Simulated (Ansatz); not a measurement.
(ZnBr2)n: binding per atom (eV) at several levels, gas phase, relaxed structures; Ansatz. Clusters are the lowest isomers that short searches found in that spin, judged at the geometry's level. Binding counts from free atoms in the multiplicity of their measured ground term, without zero-point energy. Singlets are spin-restricted. The structures are stationary points that may keep the symmetry of their start.

| species | state | geometry | PBE-D4/def2-SVP | PBE-D4/def2-TZVP | r2SCAN-D4/def2-TZVP | PBE0-D4/def2-SVP | PBE0-D4/def2-TZVP |
| --- | --- | --- | --- | --- | --- | --- | --- |
| ZnBr2 | singlet | PBE0-D4/def2-TZVP | 2.05 | 1.96 | 2.05 | 2.05 | 1.99 |
| Zn2Br4 | singlet | r2SCAN-D4/def2-SVP | 2.25 | 2.12 | 2.23 | 2.26 | 2.17 |
| Zn4Br8 | singlet | PBE-D4/def2-SVP | 2.40 | 2.24 | 2.34 | 2.40 | 2.28 |
